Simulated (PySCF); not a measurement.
MgI2 (singlet). All numbers come from PBE0/[Mg def2-TZVP, I def2-TZVP with ECP28], scalar-relativistic core potentials, density fitting, no spin–orbit coupling, PySCF.

Harmonic bands of its minimum:

```csv
ω (cm⁻¹),"IR (km/mol, summed over degenerate members)",degeneracy
87,42.4,2
140,0.0,1
463,136,1
```

The central atom is Mg. Infer the point group and assign the bands.

D∞h. The modes span πu + σg+ + σu+: 87 πu, 140 σg+, 463 σu+. The computed geometry has Mg–I 2.530 Å (×2); I–Mg–I 180.0°.
